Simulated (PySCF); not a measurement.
PySCF input for GeH₅O₃P, SMILES [OH][Ge]([OH])([OH])[PH2], B3LYP-D3(BJ)/def2-SVP. Geometry optimised at B3LYP-D3(BJ)/def2-SVP. This is a generated structure with no PubChem entry under its InChIKey; it may be hypothetical. One conformer was computed; it need not be the lowest.

```python
import numpy as np
from pyscf import gto, scf, dft, df
from pyscf.hessian import thermo

mol = gto.M(
    atom='''
    O    -0.37927572    0.09678011    1.86224535
    Ge   -0.25401883    0.01607996    0.09108922
    O    -1.10967094    1.50382286   -0.40272461
    O    -1.10975972   -1.43819639   -0.46864084
    P     1.88465598   -0.14471259   -0.79372299
    H    -0.77816309    0.93650896    2.13296917
    H    -1.29137911    1.54077212   -1.35141872
    H    -1.86582526   -1.64311572    0.09990988
    H     2.18851504   -1.27249502    0.02860107
    H     2.39526616    0.79520737    0.15388907
    ''',
    basis='def2-SVP',
    charge=0,
    spin=0,
    max_memory=1600,
    verbose=3,
)
mf = dft.RKS(mol, xc='b3lyp').density_fit(auxbasis='def2-universal-jkfit')
mf.disp = 'd3bj'
mf.grids.level = 3
mf.conv_tol = 1e-11
mf.max_cycle = 100
mf.kernel()

# [left out here: the lines that compute and print the analytic Hessian (its translational invariance restored by hand, since the grid's response is missing), thermochemistry and intensities]
```

Log of the run:

```
converged SCF energy = -2646.64698888228

WARN: DFTD3 does not support analytical Hessian, using finite difference


WARN: Mole.unit (angstrom) is changed to Bohr

Mode                                 0                   1                   2
Irrep
Freq [cm^-1]                       71.1320             99.0774            135.8242
Reduced mass [au]                   1.2035              1.8555              5.8436
Force const [Dyne/A]                0.0036              0.0107              0.0635
Char temp [K]                     102.3432            142.5503            195.4208
Normal mode                   x     y     z       x     y     z       x     y     z
       0   O                -0.05  0.02  0.00    0.11  0.05 -0.01   -0.03  0.01  0.01
       1  Ge                -0.00 -0.00  0.01   -0.00  0.01 -0.01    0.01  0.04  0.01
       2   O                -0.01 -0.00  0.00   -0.08 -0.03  0.02   -0.09 -0.01  0.05
       3   O                 0.05 -0.04  0.03   -0.01  0.02 -0.04    0.13 -0.01 -0.05
       4   P                -0.01  0.02 -0.02    0.02 -0.01  0.04   -0.02 -0.08 -0.02
       5   H                 0.12  0.11 -0.01   -0.23 -0.11 -0.03   -0.06 -0.01  0.01
       6   H                 0.40  0.22 -0.07   -0.36 -0.17  0.06    0.04  0.08  0.03
       7   H                -0.06  0.06 -0.09    0.00 -0.01 -0.03    0.01  0.01 -0.21
       8   H                -0.17 -0.31 -0.43   -0.17 -0.23 -0.19   -0.03  0.04  0.16
       9   H                 0.11 -0.38  0.31    0.07 -0.28  0.28    0.06  0.05 -0.20
Mode                                 3                   4                   5
Irrep
Freq [cm^-1]                      160.9103            186.5201            218.5850
Reduced mass [au]                   2.2093              2.1336              1.8125
Force const [Dyne/A]                0.0337              0.0437              0.0510
Char temp [K]                     231.5140            268.3609            314.4952
Normal mode                   x     y     z       x     y     z       x     y     z
       0   O                 0.10 -0.02 -0.03    0.04  0.12  0.02    0.03 -0.07  0.03
       1  Ge                -0.02  0.00 -0.04    0.00 -0.04  0.02   -0.00  0.02  0.03
       2   O                -0.06  0.00  0.04    0.02 -0.03  0.02   -0.01 -0.04 -0.12
       3   O                -0.02 -0.03  0.04   -0.02  0.01 -0.08    0.01  0.04 -0.03
       4   P                 0.03 -0.01  0.05   -0.02  0.02 -0.01   -0.01  0.00  0.00
       5   H                 0.38  0.09  0.04   -0.14  0.07 -0.10    0.50  0.10  0.17
       6   H                 0.32  0.28 -0.02    0.19  0.07 -0.01   -0.13 -0.27 -0.10
       7   H                -0.13  0.12 -0.05   -0.32  0.23 -0.41   -0.20  0.18 -0.25
       8   H                -0.02  0.08  0.19    0.11  0.09  0.04   -0.02 -0.02 -0.03
       9   H                -0.09  0.09  0.02   -0.07  0.11 -0.07    0.02 -0.04  0.02
Mode                                 6                   7                   8
Irrep
Freq [cm^-1]                      245.8784            258.6202            310.1135
Reduced mass [au]                   2.8166              2.2613              1.5715
Force const [Dyne/A]                0.1003              0.0891              0.0890
Char temp [K]                     353.7643            372.0968            446.1842
Normal mode                   x     y     z       x     y     z       x     y     z
       0   O                 0.11 -0.03  0.02    0.01  0.05 -0.01    0.00  0.06  0.02
       1  Ge                -0.03  0.01  0.01   -0.02 -0.01 -0.01   -0.01 -0.01  0.02
       2   O                 0.07  0.03 -0.07    0.09  0.07  0.05   -0.03 -0.04  0.00
       3   O                 0.06 -0.03 -0.03    0.08 -0.07 -0.02   -0.03  0.05 -0.11
       4   P                -0.06  0.00  0.02   -0.03  0.00  0.02    0.01 -0.00 -0.00
       5   H                -0.24 -0.22  0.09    0.36  0.23 -0.04    0.36  0.24 -0.02
       6   H                 0.31  0.08 -0.12   -0.41 -0.10  0.14    0.17  0.05 -0.03
       7   H                 0.17 -0.23  0.04    0.03 -0.10 -0.10    0.39 -0.40  0.28
       8   H                -0.05  0.01  0.02   -0.05 -0.02 -0.00    0.02 -0.00  0.00
       9   H                -0.05  0.01  0.00   -0.06 -0.02  0.06    0.04 -0.00 -0.02
Mode                                 9                  10                  11
Irrep
Freq [cm^-1]                      370.3632            664.9315            690.8827
Reduced mass [au]                  10.3760              1.2248              7.2971
Force const [Dyne/A]                0.8386              0.3191              2.0521
Char temp [K]                     532.8702            956.6884            994.0264
Normal mode                   x     y     z       x     y     z       x     y     z
       0   O                 0.02  0.00  0.03    0.01 -0.00 -0.06    0.00  0.00 -0.08
       1  Ge                -0.06  0.00  0.02   -0.01  0.00 -0.00   -0.03  0.01  0.00
       2   O                 0.01  0.04 -0.02    0.01 -0.03  0.01    0.09 -0.14  0.05
       3   O                 0.01 -0.04 -0.01    0.02  0.03  0.01    0.06  0.09  0.04
       4   P                 0.12 -0.01 -0.05   -0.03 -0.00  0.04    0.01  0.00 -0.01
       5   H                -0.07 -0.05  0.06    0.03 -0.02  0.02   -0.02 -0.03 -0.03
       6   H                -0.03 -0.01 -0.01   -0.03  0.06  0.03    0.03 -0.07  0.07
       7   H                -0.04 -0.06 -0.08    0.02  0.05  0.02    0.03  0.03 -0.03
       8   H                 0.15 -0.00 -0.05    0.62 -0.09 -0.34   -0.22  0.03  0.12
       9   H                 0.13 -0.01 -0.05    0.46  0.02 -0.27   -0.05 -0.01  0.04
Mode                                12                  13                  14
Irrep
Freq [cm^-1]                      705.4864            714.5003            725.6619
Reduced mass [au]                   1.5122              3.5140              6.6684
Force const [Dyne/A]                0.4434              1.0570              2.0689
Char temp [K]                    1015.0378           1028.0068           1044.0659
Normal mode                   x     y     z       x     y     z       x     y     z
       0   O                 0.00 -0.01 -0.05    0.01 -0.01 -0.15   -0.00  0.00  0.12
       1  Ge                -0.00 -0.02  0.01    0.00 -0.03  0.04   -0.01 -0.04 -0.03
       2   O                -0.04  0.05 -0.02   -0.05  0.09 -0.03   -0.02  0.04 -0.02
       3   O                 0.05  0.09  0.03    0.01  0.03  0.01    0.07  0.13  0.05
       4   P                 0.00 -0.02 -0.01    0.00  0.01 -0.00   -0.00  0.01  0.00
       5   H                -0.01 -0.02 -0.02    0.01 -0.02 -0.13   -0.04  0.04 -0.02
       6   H                -0.01 -0.01 -0.03    0.00 -0.02 -0.05   -0.04  0.06 -0.02
       7   H                 0.05 -0.07 -0.04    0.01  0.02  0.00    0.07  0.09  0.02
       8   H                 0.40 -0.02 -0.15   -0.32  0.03  0.14   -0.14 -0.00  0.04
       9   H                -0.61  0.03  0.28    0.29 -0.03 -0.12    0.23 -0.01 -0.11
Mode                                15                  16                  17
Irrep
Freq [cm^-1]                      870.1640            894.8493            907.8882
Reduced mass [au]                   1.1012              1.1219              1.1433
Force const [Dyne/A]                0.4913              0.5293              0.5552
Char temp [K]                    1251.9722           1287.4888           1306.2489
Normal mode                   x     y     z       x     y     z       x     y     z
       0   O                -0.00  0.00 -0.01    0.00 -0.03  0.02   -0.03  0.06 -0.03
       1  Ge                 0.01 -0.00  0.01    0.01  0.01 -0.01    0.01 -0.01 -0.01
       2   O                 0.01 -0.04 -0.05   -0.00  0.00  0.01   -0.01  0.02  0.02
       3   O                -0.01  0.01  0.01   -0.03  0.02  0.06   -0.01  0.02  0.02
       4   P                 0.00  0.00 -0.00   -0.00  0.00  0.01    0.00  0.00  0.00
       5   H                 0.01 -0.05  0.16   -0.02  0.09 -0.35    0.04 -0.21  0.82
       6   H                -0.41  0.79  0.08    0.09 -0.16 -0.02    0.10 -0.21 -0.01
       7   H                -0.06 -0.22 -0.15   -0.20 -0.68 -0.45   -0.06 -0.25 -0.16
       8   H                -0.04  0.02  0.04    0.01 -0.01 -0.02   -0.05 -0.00  0.01
       9   H                -0.00 -0.02  0.02    0.08  0.01 -0.05    0.04  0.01 -0.03
Mode                                18                  19                  20
Irrep
Freq [cm^-1]                     1093.1064           2381.5715           2394.5991
Reduced mass [au]                   1.0380              1.0357              1.0410
Force const [Dyne/A]                0.7307              3.4611              3.5171
Char temp [K]                    1572.7367           3426.5511           3445.2950
Normal mode                   x     y     z       x     y     z       x     y     z
       0   O                 0.00 -0.00 -0.00    0.00  0.00  0.00    0.00  0.00  0.00
       1  Ge                -0.00 -0.00  0.00    0.00 -0.00 -0.00   -0.00 -0.00  0.00
       2   O                 0.00 -0.00 -0.00   -0.00  0.00  0.00   -0.00  0.00 -0.00
       3   O                 0.00  0.00 -0.00    0.00 -0.00  0.00    0.00  0.00  0.00
       4   P                 0.02 -0.00  0.02   -0.01 -0.00 -0.03   -0.00 -0.03  0.00
       5   H                 0.00  0.00 -0.00   -0.00 -0.00  0.00   -0.00 -0.00  0.00
       6   H                -0.02  0.03  0.00    0.00 -0.00 -0.00   -0.00 -0.00  0.00
       7   H                -0.00  0.01  0.00   -0.00 -0.00 -0.00   -0.00  0.00  0.00
       8   H                -0.33 -0.41 -0.44    0.12 -0.46  0.31   -0.17  0.63 -0.45
       9   H                -0.25  0.53 -0.38    0.29  0.54  0.52    0.21  0.37  0.38
Mode                                21                  22                  23
Irrep
Freq [cm^-1]                     3819.1643           3823.2505           3840.4416
Reduced mass [au]                   1.0665              1.0665              1.0669
Force const [Dyne/A]                9.1655              9.1852              9.2715
Char temp [K]                    5494.9271           5500.8062           5525.5404
Normal mode                   x     y     z       x     y     z       x     y     z
       0   O                -0.02  0.05  0.02   -0.00  0.01  0.00   -0.00  0.00 -0.00
       1  Ge                -0.00  0.00 -0.00   -0.00  0.00  0.00   -0.00  0.00  0.00
       2   O                -0.00  0.00 -0.00    0.00  0.00  0.00    0.01 -0.00  0.06
       3   O                 0.01  0.00 -0.00   -0.05 -0.01  0.03    0.00  0.00 -0.00
       4   P                 0.00 -0.00 -0.00    0.00 -0.00 -0.00   -0.00  0.00 -0.00
       5   H                 0.39 -0.83 -0.29    0.05 -0.10 -0.03    0.00 -0.01 -0.00
       6   H                 0.00  0.00  0.01   -0.01  0.00 -0.05   -0.19  0.05 -0.94
       7   H                -0.09 -0.03  0.07    0.75  0.22 -0.55   -0.04 -0.01  0.03
       8   H                -0.00  0.00 -0.00    0.00  0.00 -0.00   -0.00  0.00  0.00
       9   H                -0.00 -0.00  0.00    0.00  0.00  0.00   -0.00  0.00  0.00
temperature 298.1500 [K]
pressure 101325.00 [Pa]
Rotational constants [GHz] 3.44626 1.93162 1.86906
Symmetry number 1
Zero-point energy (ZPE) 0.05828 [Eh]   153023.442 [J/mol]
                           tot       elec      trans        rot        vib
Entropy [J/mol/K]       392.612      0.000    171.777    115.681    105.154
Cv [J/mol/K]            125.684      0.000     12.472     12.472    100.740
Cp [J/mol/K]            133.998      0.000     20.786     12.472    100.740
Internal energy [J/mol]                      3718.434   3718.434 169844.032
Internal energy [Eh]   -2646.57947  -2646.64699
Enthalpy [J/mol]                             6197.391   3718.434 169844.032
Enthalpy [Eh]          -2646.57852
Gibbs free energy [J/mol]                  -45017.976 -30771.988 138492.454
Gibbs free energy [Eh] -2646.62311
mode   freq/cm-1   IR/(km/mol)
   1       71.13        27.424
   2       99.08        51.452
   3      135.82         9.324
   4      160.91        54.182
   5      186.52        22.913
   6      218.59         7.929
   7      245.88        34.572
   8      258.62        40.950
   9      310.11       111.828
  10      370.36        44.852
  11      664.93        22.992
  12      690.88        82.362
  13      705.49        55.828
  14      714.50        68.388
  15      725.66        91.874
  16      870.16        53.235
  17      894.85       127.074
  18      907.89        99.882
  19     1093.11        14.940
  20     2381.57        30.123
  21     2394.60        40.260
  22     3819.16        78.570
  23     3823.25        81.704
  24     3840.44        72.724
max |gradient| / (hartree/bohr): 6.221453248853373e-05
APT charges: [-0.8144  1.8058 -0.8397 -0.828   0.0428  0.2618  0.2739  0.2707 -0.0863
 -0.0864]
```

Self-consistency was reached.

Cost: about 2.8 core-minutes (a rough figure).
